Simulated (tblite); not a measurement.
A tight-binding relaxation on `CCCC[Si@H]([SiH3])[SiH2]C`.

Computed with GFN2-xTB geometry optimisation, gas phase (tblite 0.8.0). Start geometry: from a force field or distance geometry. A driver script takes a list of jobs; this job's settings line and coordinates (Å) are shown.

Command:
```bash
OMP_NUM_THREADS=1 python probes_run.py task.json out
```

Input:
```
{"job": {"kind": "relax", "xc": "GFN2-xTB", "basis": "xTB"}, "charge": 0, "multiplicity": 1}
C      3.974300     0.557700    -0.461800
C      2.992800    -0.435100     0.129500
C      1.647100     0.189300     0.095900
C      0.538900    -0.671500     0.650100
Si    -1.031500     0.347300     0.482200
Si    -2.248600     0.123600     2.326300
Si    -2.058000    -0.396000    -1.346000
C     -3.594900     0.546100    -1.758800
H      3.437500     1.526700    -0.514000
H      4.352600     0.251800    -1.444300
H      4.768400     0.696400     0.291300
H      3.317100    -0.729700     1.179000
H      2.991200    -1.394400    -0.432600
H      1.401900     0.407400    -0.969300
H      1.688800     1.149800     0.641400
H      0.401300    -1.621200     0.125100
H      0.732500    -0.793200     1.729600
H     -0.685200     1.769100     0.352500
H     -2.556600    -1.281700     2.536700
H     -3.443000     0.946600     2.257200
H     -1.439700     0.588300     3.471100
H     -1.121200    -0.217600    -2.475600
H     -2.305600    -1.842100    -1.270100
H     -3.852900     0.338200    -2.827400
H     -4.433000     0.164900    -1.128700
H     -3.495300     1.631600    -1.625800
```

Output:
```
step      E/eV     max force
  0    -680.53996    1.995
  1    -680.73866    0.769
  2    -680.82961    0.621
  3    -680.91472    0.645
  4    -680.97749    0.509
  5    -681.01317    0.422
  6    -681.04127    0.343
  7    -681.06821    0.329
  8    -681.09460    0.324
  9    -681.12172    0.314
... (186 lines left out)
196    -681.39973    0.023
197    -681.39983    0.021
198    -681.39991    0.018
199    -681.39996    0.013
200    -681.40001    0.015
201    -681.40005    0.014
202    -681.40010    0.015
203    -681.40014    0.013
204    -681.40017    0.012
205    -681.40020    0.010
```

«max force» is the largest atomic force in eV/Å.

**Question.** From which step on does the largest force stay under 0.1 eV/Å, and how much energy is left to gain from there?

**Answer.** From step 55 (0.078 eV/Å), 41.5 meV above the end.

Summary of the converged run: energy lowered by 19.8 kcal/mol over 205 steps; largest atomic force 0.010 eV/Å at the end.

**Question.** Where do the atoms end?

**Answer.** 0.693 Å rms from the input after alignment:
```
atom  x, y, z in Å
C1     4.0547    0.1003   -0.7730
C2     3.0272   -0.3300    0.2664
C3     1.6491    0.2682   -0.0102
C4     0.6135   -0.1589    1.0221
Si5   -1.1286    0.5555    0.6771
Si6   -2.5589   -0.1645    2.3616
Si7   -1.7363    0.0208   -1.5086
C8    -3.5819    0.3990   -1.7523
H9     4.1615    1.1831   -0.7770
H10    3.7456   -0.2160   -1.7670
H11    5.0256   -0.3405   -0.5583
H12    3.3621   -0.0189    1.2590
H13    2.9489   -1.4201    0.2708
H14    1.3186   -0.0421   -1.0056
H15    1.7262    1.3582   -0.0149
H16    0.5646   -1.2502    1.0418
H17    0.9535    0.1499    2.0131
H18   -0.9541    2.0238    0.7928
H19   -2.7259   -1.6217    2.3475
H20   -3.9022    0.3964    2.1953
H21   -2.1432    0.1785    3.7246
H22   -1.0081    0.7488   -2.5610
H23   -1.5359   -1.4041   -1.8265
H24   -3.9015    0.1840   -2.7673
H25   -4.1980   -0.1925   -1.0813
H26   -3.7975    1.4453   -1.5559
```

Time: 9.4 s of wall time. Hardware: Intel Xeon at 2.50 GHz, one thread, no GPU, shared host with 64 logical CPUs at a one-minute load of 63.
Labels such as C1 count atoms from 1, the log's own numbers from 0.
